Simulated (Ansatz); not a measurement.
**Question.** Name a neutral molecule of Ga, O, Si and H with zero-point energy (PBE0-D4/def2-TZVP) between 149 and 165 kJ/mol and size of the dipole moment (PBE/def2-TZVPP) between 3.40 and 3.70 D (Ansatz, PBE0-D4/def2-TZVP geometry).

**Answer.** `[SiH3][OH+][GaH3-]` (158.8 kJ/mol, 3.48 D). Other molecules can fit too; these were computed, each in one conformer that needn't be the lowest.
